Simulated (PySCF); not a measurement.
PySCF job for GeH6O2Si, SMILES [OH][GeH]([OH])[SiH3], KT2/pcSseg-1. Geometry optimised at TPSSh-D3(BJ)/def2-SVP. The structure was generated by enumeration, and PubChem lists no compound with its InChIKey, so it may never have been made. The values are those of a single conformer.

```python
import numpy as np
from pyscf import gto, scf, dft
from pyscf.prop.nmr import rks as nmr

mol = gto.M(
    atom='''
    O    -1.12402599   -1.06396735   -1.02101278
    Ge   -0.42656983   -0.02806278    0.26677409
    O    -0.99016044    1.66131141    0.04992557
    Si    1.93234655   -0.25512244   -0.02726952
    H    -2.09319520   -1.08895354   -0.97723648
    H    -1.01104537   -0.38747446    1.64602601
    H    -0.66735959    2.04116935   -0.78206395
    H     2.30307953    0.25292750   -1.37679352
    H     2.34172046   -1.67990000    0.09870520
    H     2.63767457    0.55320184    1.00506281
    ''',
    basis='pcSseg-1',
    charge=0,
    spin=0,
    max_memory=1600,
    verbose=3,
)
mf = dft.RKS(mol, xc='kt2')
mf.grids.level = 3
mf.conv_tol = 1e-10
mf.max_cycle = 100
mf.kernel()
n = nmr.NMR(mf)
n.verbose = 2
n.max_cycle_cphf = 60
sigma = n.kernel()
print('atom   isotropic/ppm   span/ppm')
for i, s in enumerate(sigma):
    w = np.linalg.eigvalsh((s + s.T) / 2)
    print(f'{mol.atom_symbol(i):2s}{i + 1:3d} {w.mean():14.3f} {w[2] - w[0]:11.3f}')
```

Output:

```
converged SCF energy = -2533.57576237088
atom   isotropic/ppm   span/ppm
O   1        250.063     117.907
Ge  2       1259.277     166.001
O   3        239.493     141.682
Si  4        468.120      17.897
H   5         29.551      19.633
H   6         25.143      16.933
H   7         29.727      17.116
H   8         27.679       8.551
H   9         27.578       9.240
H  10         27.760       8.924
```

The calculation finished and met its thresholds.
